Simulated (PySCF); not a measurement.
Geometries of 2 isomers of C2H8OSiTe, from PBE0-D3(BJ)/def2-SVP geometry optimisation, gas phase, def2 core potentials past Kr in PySCF 2.14.0. One conformer each, no zero-point energy, no frequencies.

Question: Which is lower in electronic energy at this level?
A.
```xyz
13
angstrom
C      2.469    0.511   -0.128
Te     1.736   -1.324   -0.974
C     -0.155   -1.127    0.064
O     -0.785    0.064   -0.283
Si    -2.263    0.541    0.337
H      2.747    0.372    0.924
H      1.667    1.254   -0.229
H      3.344    0.827   -0.710
H      0.061   -1.178    1.146
H     -0.742   -2.019   -0.219
H     -2.190    0.675    1.826
H     -3.319   -0.466    0.007
H     -2.571    1.851   -0.293
```
B.
```xyz
13
angstrom
C     -2.005   -0.299    0.467
C     -0.592   -0.181   -0.049
O     -0.173    1.163    0.037
Si     1.326    1.718   -0.402
Te     3.208    0.609    0.834
H     -2.352   -1.342    0.411
H     -2.688    0.328   -0.125
H     -2.059    0.031    1.515
H      0.089   -0.824    0.541
H     -0.536   -0.531   -1.099
H      1.348    3.159   -0.050
H      1.571    1.487   -1.859
H      3.330   -0.555   -0.350
```

Answer: B. That is `[SiH2](OCC)[TeH]`, 31.4 kcal/mol below the other.

```csv
SMILES,atoms numbered as above,E (Eh),relative (kcal/mol),relative (kJ/mol),dipole (D)
CCO[SiH2][TeH],[CH3:1][CH2:2][O:3][SiH2:4][TeH:5],-713.31512,0.0,0.0,1.30
C[Te]CO[SiH3],[CH3:1][Te:2][CH2:3][O:4][SiH3:5],-713.26506,31.4,131.4,1.39
```
